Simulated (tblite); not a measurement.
A structure optimised at GFN2-xTB (Å):
```
Si
C   1  1.8754
C   2  1.3644  1  128.57
C   3  1.4060  2  112.46  1   179.95
S   4  1.7301  3  135.49  2   179.95
C   5  1.7327  4   90.50  3  -179.99
C   6  1.3568  5  113.79  4     0.00
C   4  1.3900  3  113.70  2    -0.03
S   8  1.7254  4  110.78  3     0.03
H   1  1.4621  2  106.65  3     0.09
H   1  1.4639  2  108.85  3   120.22
H   1  1.4639  2  108.77  3  -120.03
H   3  1.0747  2  123.27  1    -0.03
H   6  1.0720  5  118.42  4   180.00
H   7  1.0741  6  124.53  5  -179.94
```
Z-matrix in Å and degrees, rows numbered from 1.

Neutral, closed shell.

(1) Read off the bonds between heavy atoms and their formal orders.

(2) Write the SMILES.

(3) What is the point group of this geometry?

(4) Which rings does it hold (smallest set)?

(5) Classify the heavy atoms.

(6) What is the arrangement about C8?

(7) What is the arrangement about S5?

Results:

(1) Si1–C2 (single); C2–C3 (aromatic); C3–C4 (aromatic); C4–S5 (aromatic); S5–C6 (aromatic); C6–C7 (aromatic); C7–C8 (aromatic); C8–S9 (aromatic); C2–S9 (aromatic); C4–C8 (aromatic). Hydrogens: H10, H11, H12 on Si1; H13 on C3; H14 on C6; H15 on C7. The orders are those of one drawing; other resonance forms can be drawn.

(2) `[SiH3]c1cc2sccc2s1`, C6H6S2Si. Among its features: aromatic ring with sulfur, Si–H bond and C–Si bond.

(3) Cs (tolerance 0.08 Å).

(4) C2–C3–C4–C8–S9 (5 members, 0.00 Å rms from planarity); C4–S5–C6–C7–C8 (5 members, 0.00 Å rms from planarity).

(5) Si1: SiH3 silicon; C2: substituted aromatic carbon; C3: aromatic CH carbon; C4: ring-fusion aromatic carbon; S5: thiophene-type sulfur; C6: aromatic CH next to a ring sulfur; C7: aromatic CH carbon; C8: ring-fusion aromatic carbon; S9: thiophene-type sulfur.

(6) It has 3 neighbours (C7, S9, C4) and is planar (angles 135.3°, 113.9° and 110.8°, sum 360.0°, 0.00 Å off the plane of its three neighbours).

(7) It has 2 neighbours (C4, C6) and is bent (angle 90.5°).

The numbers are calculated, not measured.
